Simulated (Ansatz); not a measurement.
H3In (SMILES [InH3]), charge 0, multiplicity 1, relaxed at each level with Ansatz (an electronic-structure program); harmonic frequencies from differences of analytic forces, average atomic masses, frozen cores. Elements past Kr take the def2 small-core potentials, without spin–orbit coupling.

| level | In1–H2 (Å) | In1–H3 (Å) | In1–H4 (Å) | H2–In1–H3 (°) | H2–In1–H4 (°) | H3–In1–H4 (°) | dipole (D) |
|---|---|---|---|---|---|---|---|
| HF/def2-TZVPP | 1.7353 | 1.7353 | 1.7353 | 120.0 | 120.0 | 120.0 | 0.00 |
| PBE/def2-TZVPP | 1.7359 | 1.7359 | 1.7359 | 120.0 | 120.0 | 120.0 | 0.00 |
| r2SCAN/def2-TZVPP | 1.7205 | 1.7205 | 1.7205 | 120.0 | 120.0 | 120.0 | 0.00 |
| B3LYP/def2-TZVPP | 1.7299 | 1.7299 | 1.7299 | 120.0 | 120.0 | 120.0 | 0.00 |
| PBE0/def2-TZVPP | 1.7242 | 1.7242 | 1.7242 | 120.0 | 120.0 | 120.0 | 0.00 |
| wB97X-V/def2-TZVPP | 1.7184 | 1.7184 | 1.7184 | 120.0 | 120.0 | 120.0 | 0.00 |
| MP2/def2-TZVPP | 1.7410 | 1.7410 | 1.7410 | 120.0 | 120.0 | 120.0 | 0.00 |
| CCSD(T)/def2-SVP | 1.7547 | 1.7547 | 1.7547 | 120.0 | 120.0 | 120.0 | 0.00 |
| CCSD(T)/def2-TZVPP | 1.7521 | 1.7521 | 1.7521 | 120.0 | 120.0 | 120.0 | 0.00 |
